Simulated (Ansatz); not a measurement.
A run for Ansatz (a quantum-chemistry and plane-wave program): R-PBE/def2-TZVPPD on C3H10O (a complex), monomers drawn apart or pushed together. Files ending in .json are basis or fitting sets from the Basis Set Exchange.

Ansatz 0.2 input:
```yaml
crystal:
  periodic: [false, false, false]
  atoms:
    - {symbol: C, position_ang: [0.10011535, 0.04827125, -0.37655289]}
    - {symbol: H, position_ang: [1.14705982, 0.28507369, -0.56453862]}
    - {symbol: H, position_ang: [-0.50866659, 0.43419237, -1.19349579]}
    - {symbol: H, position_ang: [-0.01936544, -1.03351848, -0.31961153]}
    - {symbol: H, position_ang: [-0.21394075, 0.50107125, 0.56259293]}
    - {symbol: C, position_ang: [1.01250634, 0.19431028, 5.30937586]}
    - {symbol: O, position_ang: [-0.37232073, 0.41955422, 5.16458109]}
    - {symbol: C, position_ang: [-1.12725063, -0.76448959, 5.29546265]}
    - {symbol: H, position_ang: [1.38767573, -0.49677898, 4.54345672]}
    - {symbol: H, position_ang: [1.24848270, -0.21985013, 6.29845229]}
    - {symbol: H, position_ang: [1.51281358, 1.15488331, 5.19677762]}
    - {symbol: H, position_ang: [-0.84959772, -1.50268761, 4.53190610]}
    - {symbol: H, position_ang: [-2.17564571, -0.49893487, 5.16841096]}
    - {symbol: H, position_ang: [-0.98932099, -1.21891906, 6.28541206]}
basis:
  gaussian:
    orbitals: def2-TZVPPD.json
hamiltonian:
  xc: {name: PBE}
scf: {lower_state_search: off}
```

Task: Give the final energy of this run.

Result: -195.3561 hartree.
